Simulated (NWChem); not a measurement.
# PbSiH3F, singlet; SMILES [Pb]([SiH3])[F]

```xyz
6

Pb    -0.1966     0.4480    -0.1711
F      1.8193     0.6752     0.2250
Si     0.0931    -2.3000    -0.0352
H      0.6050    -2.6898     1.3201
H      1.1019    -2.7601    -1.0456
H     -1.1687    -3.0781    -0.2765
```
Atoms are numbered in this order, from 1.

Level: PBE0/def2-SVP with def2 effective core potentials on Pb (NWChem), optimised geometry, unscaled harmonic frequencies. Low-valent species are run as closed-shell singlets; no triplet was tried in these runs. def2 effective core potentials on Pb; no spin-orbit coupling.

```tsv
frequency (cm⁻¹)	IR intensity (km/mol)
70	0.2
82	4.2
246	23.5
320	11.0
399	8.4
547	69.5
828	321.2
925	33.9
935	37.1
2184	105.5
2199	100.7
2205	100.6
```

The zero-point energy is 15.6 kcal/mol and the thermal correction to the enthalpy at 298.15 K (with zero-point energy) is 20.0 kcal/mol. The heat capacity Cv is 17.5 cal/(mol K). The entropy at 298.15 K and 1 atm (symmetry number 1) comes out as 82.5 cal/(mol K).

Rigid rotor and harmonic oscillator; modes under 100 cm⁻¹ make the entropy uncertain.
